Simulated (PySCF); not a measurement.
Delta-SCF ions had no search for a lower state. 

# H3Al, SMILES `[AlH3]` (charge 0, multiplicity 1)

Computed with TPSSh-D3(BJ)/def2-TZVP // PBE0-D3(BJ)/def2-TZVP (PySCF).

```json
{
  "HOMO": "-8.04 eV",
  "dipole_moment": "0.00 D",
  "HOMO–LUMO gap": "6.03 eV",
  "LUMO": "-2.01 eV",
  "vertical ionisation energy (Delta-SCF)": "11.11 eV",
  "total_energy": "-244.2258 Ha",
  "cost": "roughly 13 core-seconds"
}
```

```xyz
4

Al     0.0000     0.0000    -0.3348
H     -1.3437    -0.8311    -0.1986
H     -0.0573     1.5680    -0.5644
H      1.4010    -0.7370    -0.2412
```
